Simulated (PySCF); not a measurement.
**Computed vibrations of [OsO3Cl]−**

[OsO3Cl]− (triplet). PySCF 2.14.0, UKS B3LYP, Os def2-SVP with ECP60, O def2-SVP, Cl def2-SVP; non-relativistic Hamiltonian with scalar-relativistic core potentials where named; density fitting; no spin-orbit coupling. Central differences of gradients.

```xyz
5

Os    0.1553   -0.1638    0.0867
O     0.9657    1.1051    1.0155
O    -1.1685   -0.9498    0.9579
O     1.2041   -1.2281   -0.8002
Cl   -1.3107    1.3897   -1.0128
```

Run from Python with OMP_NUM_THREADS=2. Where DIIS fails, smearing, a level shift and second-order steps follow.
It took 80 s on 2 threads of Arm Neoverse V1, on a shared host.

(1) What are the harmonic wavenumbers and infrared intensities?

(2) Is this a minimum?

Open shells may have lower solutions than the one found.

Answers

(1) Modes are labelled in Cs; negative numbers are unstable modes, those under 60 cm⁻¹ near the noise; a finer grid moves soft modes by up to 10 cm⁻¹.
| cm⁻¹ | km/mol | symmetry |
| --- | --- | --- |
| 146 | 5.2 | a' |
| 147 | 0.0 | a'' |
| 225 | 4.6 | a' |
| 268 | 36.2 | a' |
| 271 | 4.9 | a'' |
| 294 | 26.4 | a' |
| 865 | 103.1 | a'' |
| 878 | 127.5 | a' |
| 922 | 86.2 | a' |

(2) Yes. Ideal gas at 298.15 K and 1 bar: S = 355.4 J/(mol K), Cp = 84.8 J/(mol K), H − H(0 K) = 18.7 kJ/mol (rigid rotor, harmonic modes, spin degeneracy alone).
